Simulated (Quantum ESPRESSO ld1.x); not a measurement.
The numbers below are computed, except where a source is named.
Species: Cr+. Configuration: [Ar] 3d5. Code: ld1.x of Quantum ESPRESSO 7.5. Model: Dirac Kohn-Sham, PBEsol, spin-unpolarised, spherical densities, point nucleus; open shells are shared between the two j in proportion to 2j + 1.

Unscreened Slater integrals over Kohn-Sham orbitals (cm^-1). Large and small components are both included. Empty in this configuration: 4p1/2, 4p3/2, 4s1/2.

| integral | value |
|---|---|
| F0(4p3/2,4p3/2) | 50202 |
| F2(4p3/2,4p3/2) | 26242 |
| F0(4p3/2,4p1/2) | 50388 |
| G2(4p3/2,4p1/2) | 26328 |
| F0(4p3/2,3d5/2) | 64164 |
| F2(4p3/2,3d5/2) | 15256 |
| G1(4p3/2,3d5/2) | 8745.0 |
| G3(4p3/2,3d5/2) | 6485.4 |
| F0(4p3/2,4s1/2) | 55930 |
| G1(4p3/2,4s1/2) | 35277 |
| F0(4p3/2,3d3/2) | 64198 |
| F2(4p3/2,3d3/2) | 15185 |
| G1(4p3/2,3d3/2) | 8642.5 |
| G3(4p3/2,3d3/2) | 6423.0 |
| F0(4p1/2,4p1/2) | 50578 |
| F0(4p1/2,3d5/2) | 64609 |
| G3(4p1/2,3d5/2) | 6629.0 |
| F0(4p1/2,4s1/2) | 56207 |
| G1(4p1/2,4s1/2) | 35681 |
| F0(4p1/2,3d3/2) | 64643 |
| G1(4p1/2,3d3/2) | 8873.1 |
| F0(3d5/2,3d5/2) | 146970 |
| F2(3d5/2,3d5/2) | 64696 |
| F4(3d5/2,3d5/2) | 39655 |
| F0(3d5/2,4s1/2) | 80002 |
| G2(3d5/2,4s1/2) | 13653 |
| F0(3d5/2,3d3/2) | 147340 |
| F2(3d5/2,3d3/2) | 64871 |
| G2(3d5/2,3d3/2) | 64838 |
| G4(3d5/2,3d3/2) | 39745 |
| F0(4s1/2,4s1/2) | 64743 |
| F0(4s1/2,3d3/2) | 80064 |
| G2(4s1/2,3d3/2) | 13540 |
| F0(3d3/2,3d3/2) | 147710 |
| F2(3d3/2,3d3/2) | 65047 |
